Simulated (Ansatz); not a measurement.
C5H15GeNSi, SMILES `C=C[N]([GeH3])[Si](C)(C)C`. Total charge 0; spin multiplicity 1. The geometry is a stationary point of PBE0-D4/def2-TZVP. It is one conformer, not always the lowest.

```xyz
23

C     2.990    0.850   -0.187
C     1.752    0.441   -0.481
N     0.680    0.254    0.379
Ge    0.984    0.609    2.173
Si   -0.825   -0.292   -0.341
C    -2.141   -0.481    0.970
C    -0.541   -1.942   -1.177
C    -1.388    0.963   -1.609
H     3.722    0.946   -0.977
H     3.314    1.097    0.817
H     1.534    0.219   -1.526
H     1.406    2.079    2.334
H    -0.317    0.337    2.931
H     2.109   -0.306    2.685
H    -2.365    0.460    1.477
H    -3.060   -0.821    0.483
H    -1.875   -1.222    1.726
H     0.237   -1.881   -1.942
H    -0.231   -2.696   -0.449
H    -1.456   -2.295   -1.662
H    -1.579    1.931   -1.138
H    -2.311    0.636   -2.097
H    -0.639    1.117   -2.389
```

Problem. What is the dipole moment at PBE/def2-TZVPP? (An estimate is asked.)

Solution. The calculation gave: 1.48 D, with components (-1.42, -0.41, 0.04) D in this frame, pointing from negative to positive charge.

Problem. And with r2SCAN, B3LYP, ωB97M-V? (Best estimate.)

Solution. The calculation gave: r2SCAN 1.48 D, B3LYP 1.42 D, ωB97M-V 1.36 D.

Problem. Give the Mulliken charges with PBE, r2SCAN, ωB97M-V in def2-TZVPP. (An estimate is asked.)

Solution. The calculation gave: 
| atom | PBE | r2SCAN | ωB97M-V |
| --- | --- | --- | --- |
| C1 | -0.28 | -0.30 | -0.30 |
| C2 | 0.00 | 0.07 | 0.04 |
| N3 | -0.17 | -0.30 | -0.31 |
| Ge4 | 0.11 | 0.15 | 0.06 |
| Si5 | 0.38 | 0.49 | 0.48 |
| C6 | -0.40 | -0.34 | -0.51 |
| C7 | -0.35 | -0.29 | -0.42 |
| C8 | -0.35 | -0.29 | -0.42 |
| H9 | 0.08 | 0.07 | 0.09 |
| H10 | 0.06 | 0.06 | 0.08 |
| H11 | 0.06 | 0.05 | 0.07 |
| H12 | -0.01 | -0.01 | 0.03 |
| H13 | 0.01 | 0.01 | 0.05 |
| H14 | -0.01 | -0.01 | 0.03 |
| H15 | 0.10 | 0.08 | 0.13 |
| H16 | 0.10 | 0.07 | 0.12 |
| H17 | 0.10 | 0.08 | 0.13 |
| H18 | 0.09 | 0.07 | 0.11 |
| H19 | 0.10 | 0.07 | 0.12 |
| H20 | 0.09 | 0.07 | 0.11 |
| H21 | 0.10 | 0.07 | 0.12 |
| H22 | 0.09 | 0.07 | 0.11 |
| H23 | 0.09 | 0.07 | 0.11 |

B3LYP here is the variant with VWN-RPA as its local correlation; programs differ in this.

Program: Ansatz 0.2.0.
